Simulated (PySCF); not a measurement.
# Relaxation of singlet HMnO₃

Method: B3LYP in PySCF with Mn def2-SVP, O def2-SVP, H def2-SVP; no relativity; density-fitted integrals. A (50,194) grid was used.

A hand-made see-saw (ligand arrangement 2) start, of Cs symmetry, held to at least that symmetry:

```xyz
5
charge 0 multiplicity 1, angstrom
Mn    0.1849    0.0000   -0.2060
O     0.1849    1.6138   -0.0648
O     0.1849   -1.6138   -0.0648
O    -1.0917    0.0000    0.7914
H     1.3748    0.0000    0.7236
```

Problem. What forces act on the atoms at the start (eV/Å)?

Solution. 
| atom | Fx | Fy | Fz |
| --- | --- | --- | --- |
| Mn1 | -2.54 | 0.00 | 3.73 |
| O2 | 1.69 | -0.45 | -2.19 |
| O3 | 1.69 | 0.45 | -2.19 |
| O4 | -0.19 | 0.00 | 0.43 |
| H5 | -0.65 | 0.00 | 0.22 |

Problem. What does it relax to?

Solution. It ends at C3v with Mn–H 1.506 Å, Mn–O 1.547 Å (×3); H–Mn–O 101.3° (×3), O–Mn–O 116.3° (×3) (after a last refinement on a finer grid). A frequency run shows a minimum. Other isomers or separated fragments may lie lower.

Problem. How much energy is released, and in how many steps?

Solution. 410.3 kJ/mol in 12 steps.
